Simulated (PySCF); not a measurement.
Compound: C₆H₉FS.
Z-matrix (Å and degrees, GFN2-xTB geometry), rows numbered from 1:
```
C 
C   1  1.3189
C   2  1.4985  1  124.67
F   3  1.3801  2  111.16  1     4.59
C   3  1.5454  2  112.25  1  -117.69
C   5  1.4977  3  111.24  2    53.39
C   6  1.4836  5  117.02  3    83.73
S   6  1.6242  5  120.64  3   -94.57
H   1  1.0755  2  121.59  3   179.80
H   1  1.0771  2  121.62  3    -0.40
H   2  1.0804  1  121.73  3  -179.31
H   3  1.0999  2  110.12  1   121.21
H   5  1.0902  3  107.57  2   -67.08
H   5  1.0925  3  107.87  2   174.73
H   7  1.0865  6  111.00  5  -175.94
H   7  1.0907  6  109.75  5   -54.54
H   7  1.0910  6  110.01  5    63.00
```

The closed-shell SCF was solved with PySCF and density fitting under several settings on one GFN2-xTB geometry (grid level 2 and gas phase unless stated).

| settings | basis functions | SCF cycles | E (Eh) | HOMO (eV) | LUMO (eV) | dipole (D) |
| --- | --- | --- | --- | --- | --- | --- |
| PBE0/pcSseg-1 | 188 | 14 | -731.4725 | -6.32 | -1.98 | 1.87 |
| PBE0/def2-SVPD | 242 | 14 | -731.1816 | -6.36 | -2.06 | 1.93 |
| WP04/STO-3G | 53 | 14 | -734.8118 | -4.72 | -1.51 | 0.97 |
| OPBE/IGLO-II | 243 | 18 | -731.9233 | -4.95 | -2.73 | 1.80 |

Question: Estimate the row for these settings: wB97X/6-31G, start guess sap.

Answer: 
```json
{"settings": "wB97X/6-31G, start guess sap", "basis functions": "94", "SCF cycles": "16", "E (Eh)": "-731.8344", "HOMO (eV)": "-8.60", "LUMO (eV)": "0.34", "dipole (D)": "2.24"}
```

Question: Over all rows, what range does the HOMO–LUMO gap span?

Answer: From 2.22 eV (OPBE/IGLO-II) to 8.94 eV (wB97X/6-31G, start guess sap). The functional of the narrowest has no exact exchange, that of the widest range-separated exact exchange.

Question: And the dipole moment?

Answer: From 0.97 D (WP04/STO-3G) to 2.24 D (wB97X/6-31G, start guess sap); the largest is 2.31 times the smallest, and the median is 1.87 D.

Question: Compare two rows with the functional PBE0: PBE0/pcSseg-1 and PBE0/def2-SVPD. Which energy is lower, and by how much?

Answer: PBE0/pcSseg-1 (188 functions) lies 0.2909 Eh or 183 kcal/mol below PBE0/def2-SVPD (242 functions). The smaller set gives the lower energy; the two sets aren't nested, so the variational bound doesn't order them by size.

Whole jobs, the steps after the SCF included, on an Arm Neoverse V1 with one thread, shared host:

| settings | work after the SCF | wall time | peak memory |
| --- | --- | --- | --- |
| PBE0/pcSseg-1 | shieldings, charges and field gradients | 30 s | 0.84 GiB |
| PBE0/def2-SVPD | 6 singlets by full TDDFT, 2 Tamm–Dancoff triplets, polarisability | 42 s | 0.98 GiB |
| WP04/STO-3G | 6 singlets by full TDDFT, 2 Tamm–Dancoff triplets, polarisability | 5.3 s | 0.49 GiB |
| OPBE/IGLO-II | 12 singlets by full TDDFT, polarisability | 57 s | 0.77 GiB |
| wB97X/6-31G, start guess sap | spin–spin couplings from 16 perturbed nuclei, spin–dipole term for 1 of them | 27 s | 0.70 GiB |

Cycle counts include a coarse-grid stage where the run had one. WP04 was designed for NMR shieldings or shifts; total energies of different functionals aren't comparable.

One conformer stands for the species.
